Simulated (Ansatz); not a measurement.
`C=N[SiH](S)S` → `C=N` + `S[Si]S`  (silylene formation by 1,1-elimination)

Gas-phase electronic energies from Ansatz, PBE0-D4/def2-TZVP geometries. CCSD(T)/CBS is the MP2 limit (def2-TZVPP, def2-QZVPP) plus CCSD(T) − MP2 in def2-TZVPP, frozen cores. This one scheme is used for every species. Each species was taken in one conformer, which may not be the lowest.

```tsv
species	CCSD/CBS(def2) energy (Eh)
`C=N[SiH](S)S`	-1180.40263
`C=N`	-94.50718
`S[Si]S`	-1085.83116
```

(1) Work out ΔE.

Largest T1 diagnostic among the species: 0.015.

Answers

(1) ΔE = (-94.50718) + (-1085.83116) − (-1180.40263) = 0.06429 Eh = +1.75 eV. CCSD(T)/CBS gives +1.74 eV.

From BLYP to BHLYP (50 % exact exchange), in def2-TZVPP and without D4, ΔE moves by +0.43 eV. At CCSD(T), def2-SVP lies −0.20 eV from the extrapolated value and def2-TZVPP −0.05 eV. The D4 term adds +0.17 eV with B3LYP and +0.10 eV with PBE0; it sums over pairs of atoms, weighted by their polarisabilities, and B3LYP, whose exchange is more repulsive, gets the larger term.

B3LYP here is the variant with VWN-RPA as its local correlation; programs differ in this.
